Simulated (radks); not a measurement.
Task: Radial electron density D(r) = 4 pi r^2 rho(r) of an atom or ion with 18 electrons. All-electron calculation, non-relativistic Kohn-Sham, Tao-Mo meta-GGA, spin-unpolarised, spherical densities, point nucleus; meta-GGA in the generalised Kohn-Sham scheme. Program: a radial shooting solver on a logarithmic mesh with Libxc functionals.

| r (bohr) | D(r) (e/bohr) |
|---|---|
| 0.003546 | 0.5349 |
| 0.003998 | 0.6691 |
| 0.004544 | 0.8474 |
| 0.005123 | 1.055 |
| 0.005776 | 1.310 |
| 0.006512 | 1.622 |
| 0.007343 | 2.001 |
| 0.008279 | 2.460 |
| 0.009409 | 3.051 |
| 0.01061 | 3.715 |
| 0.01196 | 4.499 |
| 0.01349 | 5.414 |
| 0.01521 | 6.471 |
| 0.01715 | 7.674 |
| 0.01949 | 9.115 |
| 0.02197 | 10.60 |
| 0.02477 | 12.20 |
| 0.02793 | 13.85 |
| 0.03149 | 15.52 |
| 0.03551 | 17.11 |
| 0.04003 | 18.54 |
| 0.0455 | 19.78 |
| 0.0513 | 20.56 |
| 0.05784 | 20.89 |
| 0.06522 | 20.71 |
| 0.07353 | 20.05 |
| 0.08291 | 18.97 |
| 0.09423 | 17.55 |
| 0.1062 | 16.20 |
| 0.1198 | 15.11 |
| 0.1351 | 14.52 |
| 0.1523 | 14.62 |
| 0.1717 | 15.44 |
| 0.1951 | 16.96 |
| 0.22 | 18.66 |
| 0.2481 | 20.18 |
| 0.2797 | 21.04 |
| 0.3154 | 20.87 |
| 0.3556 | 19.52 |
| 0.4041 | 16.91 |
| 0.4556 | 13.76 |
| 0.5137 | 10.47 |
| 0.5792 | 7.600 |
| 0.6531 | 5.578 |
| 0.7364 | 4.570 |
| 0.8302 | 4.454 |
| 0.9436 | 4.927 |
| 1.064 | 5.485 |
| 1.2 | 5.792 |
| 1.353 | 5.650 |
| 1.525 | 5.071 |
| 1.719 | 4.195 |
| 1.954 | 3.138 |
| 2.203 | 2.202 |
| 2.484 | 1.428 |
| 2.801 | 0.8532 |
| 3.158 | 0.4682 |
| 3.561 | 0.2348 |
| 4.047 | 0.1011 |
| 4.563 | 0.04110 |
| 5.145 | 0.01486 |
| 5.801 | 0.004712 |

What is the nuclear charge?

Result: Z = 18. The innermost maximum, from 1s, lies near 1/Z = 0.0556 bohr (found: 0.0588), and its height grows with Z. The density is that of neutral argon in [Ar]; the configuration itself is not fixed sharply by these data, and Z only to about a unit. D(r) has 3 maxima, at r = 0.0588, 0.291, 1.23 bohr, and minima at 0.142, 0.798 bohr, inside which lie 2.17, 10.34 electrons.
